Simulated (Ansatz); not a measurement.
```xyz
3

O     0.0235   -0.0448   -0.1166
H    -0.0393    0.7856    0.5437
H     0.0795   -0.7156    0.5058
```

Basis set: STO-3G (spherical functions). Left uncorrelated: 1 orbital. Charge 0, multiplicity 1.

Computed with Ansatz (development build ahead of 0.2.0); each method stands on the lowest determinant of its kind that the runs found. Restricted open shells among the atoms or ions are ROHF, correlated in semicanonical orbitals with singles.

The atomization energy at this shape (free ground-state atoms in the same class of orbitals less the molecule, no zero-point energy) of singlet H₂O:

```tsv
method	atomization energy
RHF	565.4 kJ/mol
```

Task: What does RHF-MP2 give?

Result: 668.7 kJ/mol. Caution: the shape is not the minimum.

This basis has no polarisation functions and is too small for such energies, which can lie far from measured ones in either direction.
